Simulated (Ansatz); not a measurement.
The cluster BaSe2 (the lowest singlet isomer of a short search) was relaxed with PBE0-D4 (def2-TZVP) in Ansatz in these states: neutral quintet, neutral singlet, neutral triplet. The geometries follow in no particular order.

In the def2 sets Ba takes a core potential; there is no spin–orbit coupling.

A:

```xyz
3

Ba    1.1938   -1.1528   -0.9795
Se   -1.3846   -0.2350    0.4847
Se    0.1908    1.3878    0.4948
```

B:

```xyz
3

Ba   -1.194    0.381    1.185
Se    1.210    0.794   -0.291
Se   -0.017   -1.175   -0.894
```

C:

Cartesian coordinates in Å:
```
Ba 1.7103 0.9004 -0.1067
Se -0.2560 -1.6010 -0.0526
Se -1.4543 0.7006 0.1593
```

Problem. Judge from the bond lengths which geometry belongs to which state (an estimate).

Solution. A is the neutral triplet (Se2–Se3 2.262 Å, Ba1–Se3 3.104 Å, Ba1–Se2 3.104 Å); B is the neutral singlet (Se2–Se3 2.397 Å, Ba1–Se3 2.851 Å, Ba1–Se2 2.851 Å); C is the neutral quintet (Se2–Se3 2.603 Å, Ba1–Se3 3.182 Å, Ba1–Se2 3.182 Å).

At PBE0-D4/def2-TZVP a singlet lies 1.19 eV below the neutral triplet. At PBE0-D4/def2-TZVP a singlet lies 3.70 eV below the neutral quintet. These are the stationary points nearest to one start from a short search; other shapes may lie lower in each state.
